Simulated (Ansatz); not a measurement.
Cu2H3. The state is a doublet with charge 0. Geometry PBE-D4/def2-TZVP; atoms count from 1.

```xyz
5

Cu   -1.151    0.150    0.309
Cu    1.066   -0.533   -0.150
H    -1.886    1.446    0.092
H     2.245    0.174   -0.765
H    -0.274   -1.237    0.514
```

The structure comes from a short search, and lower isomers may exist.

**Question.** Estimate the Mulliken populations from the PBE0/def2-TZVP orbitals of Ansatz.

**Answer.** 
```
atom  charge (e)  spin (α − β)  d electrons
 Cu1       -0.16          0.38         9.69
 Cu2       -0.16          0.38         9.69
  H3        0.07          0.13            –
  H4        0.07          0.13            –
  H5        0.19         -0.02            –
```
Mulliken values and Mayer orders depend strongly on the basis.

**Question.** Where does the spin sit?

**Answer.** Summed by element: Cu 0.77, H 0.23, of 1 unpaired in all. Largest on single atoms: Cu1 0.38, Cu2 0.38, H3 0.13.

**Question.** And the Mayer bond orders between bonded heavy atoms (over 0.3)?

**Answer.** Cu1–Cu2 0.83 (2.36 Å).
